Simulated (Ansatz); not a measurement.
Geometry optimisation, Ansatz, RKS r2SCAN/def2-SVP.

input.yaml

```yaml
crystal:
  periodic: [false, false, false]
  atoms:
    - { symbol: Ga, position_ang: [-0.7503, 0.3569, -0.3148] }
    - { symbol: F, position_ang: [0.7357, 1.0439, 1.0422] }
    - { symbol: "N", position_ang: [0.2304, -1.1081, 0.0598] }
    - { symbol: H, position_ang: [0.8607, -0.1125, 0.6975] }
    - { symbol: H, position_ang: [-1.7715, 1.4295, -0.7915] }
    - { symbol: H, position_ang: [0.6949, -1.6097, -0.6931] }
basis:
  gaussian: { orbitals: def2-SVP }
hamiltonian:
  xc: r2scan
relax:
  f_tol: 0.15
  max_steps: 25
  restrain:
    - { distance: [3, 1], at: 2.18, k: 30.0 }
    - { distance: [0, 1], at: 1.79, k: 30.0 }
    - { distance: [3, 2], at: 1.02, k: 30.0 }
```

Run as:

```bash
$ ansatz run input.yaml --threads 2 --pin off --max-ram 3072MiB --backend cpu --events-out ev --progress --plain --runs-dir out
```

Q: Where does it end, and by what steps?

A: It converged. The restraints hold the end off the free minimum. After 10 steps the energy has fallen by 2.143 eV (the restraints' own energy left out); H4 moved furthest, 0.59 Å. Joined: N3–H4.

| step | energy less start (eV) | largest force component (eV/Å) | accepted |
| --- | --- | --- | --- |
| 0 | 0.0000 | 2.068 | yes |
| 1 | -0.8264 | 2.553 | yes |
| 2 | -1.5476 | 1.777 | yes |
| 3 | -2.0248 | 0.916 | yes |
| 4 | -2.0350 | 0.801 | yes |
| 5 | -2.0980 | 0.676 | yes |
| 6 | -2.1049 | 0.635 | yes |
| 7 | -2.0802 | 1.165 | no |
| 8 | -2.1344 | 0.634 | yes |
| 9 | -2.1418 | 0.587 | yes |
| 10 | -2.1428 | 0.636 | yes |

```xyz
6
Properties=species:S:1:pos:R:3
Ga -0.574 0.623 -0.158
F 0.403 1.379 1.123
N 0.400 -0.867 -0.139
H 1.081 -0.648 0.589
H -1.773 1.288 -0.839
H 0.462 -1.775 -0.576
```

Whether the end is a true minimum wasn't checked by a vibrational analysis.

The run took 23 s on 2 threads of Arm Neoverse V1 (shared host), peak memory 0.15 GiB.
